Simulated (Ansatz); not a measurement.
A nudged elastic band was laid between two geometries of C2H8BFSi (13 atoms, charge 0, multiplicity 1).

Level of theory: Ansatz 0.2.0, RKS B3LYP-D4/6-31G*.

```json
{
  "movable images": "5",
  "climbing image": "yes",
  "spring": "5.0 eV/Å²",
  "optimiser": "lbfgs",
  "start path": "IDPP",
  "force threshold": "0.05 eV/Å",
  "iteration limit": "60",
  "end points": "relaxed",
  "largest step": "0.02 Å"
}
```

Image 0:

```xyz
13
Properties=species:S:1:pos:R:3
B -1.774 -0.374 -0.700
C -0.386 -0.050 -1.296
Si 0.717 0.753 0.015
C 0.976 -0.378 1.480
F 2.149 1.054 -0.684
H -2.649 0.443 -0.700
H -1.983 -1.427 -0.167
H 0.171 -0.942 -1.614
H -0.422 0.677 -2.117
H 0.156 2.066 0.435
H 1.355 -1.355 1.161
H 0.025 -0.545 2.002
H 1.686 0.043 2.199
```

Image 6:

```xyz
13
Properties=species:S:1:pos:R:3
B -1.425 -0.730 -1.066
C -0.070 -0.050 -1.362
Si 0.528 0.888 0.169
C 0.649 -0.230 1.661
F 2.002 1.475 -0.172
H -2.456 -0.140 -1.213
H -1.467 -1.842 -0.621
H 0.736 -0.761 -1.586
H -0.125 0.710 -2.152
H -0.353 2.057 0.436
H -0.350 -0.574 1.960
H 1.099 0.282 2.519
H 1.253 -1.118 1.442
```

(1) What changes between the two ends?

(2) What energy profile does the band end with?

(3) What is the geometry of the highest image?

The band took 9 iterations and of the order of 4 core-minutes.

## Answers

(1) No bond is made or broken. The dihedral F5–Si3–C4–H13 goes from 57 to -65°.

(2) The run converged. The highest image is number 3 of 0 to 6, 5.9 kJ/mol above the ends, which have the same energy within 2 meV. Another band between the same ends (5 images) ends at a top of the same energy, where a vibrational analysis finds 1 clearly imaginary mode.

| image | path coordinate (Å) | energy (kJ/mol) | dihedral F5–Si3–C4–H13 (°) |
| --- | --- | --- | --- |
| 0 | 0.00 | 0.0 | 57 |
| 1 | 0.60 | 1.5 | 37 |
| 2 | 1.21 | 4.5 | 16 |
| 3 | 1.81 | 5.9 | -4 |
| 4 | 2.41 | 4.3 | -25 |
| 5 | 3.01 | 1.4 | -45 |
| 6 | 3.61 | 0.0 | -65 |

(3) 
```xyz
13
Properties=species:S:1:pos:R:3
B -1.508 -0.677 -1.040
C -0.139 -0.039 -1.360
Si 0.536 0.862 0.163
C 0.745 -0.276 1.646
F 1.984 1.465 -0.251
H -2.520 -0.045 -1.144
H -1.582 -1.796 -0.619
H 0.639 -0.769 -1.617
H -0.193 0.734 -2.138
H -0.323 2.033 0.485
H 0.346 -1.279 1.456
H 0.233 0.133 2.524
H 1.805 -0.381 1.908
```

The run took 2.2 min on 2 threads of Arm Neoverse V1, with other jobs on the host, peak memory 0.2 GiB.
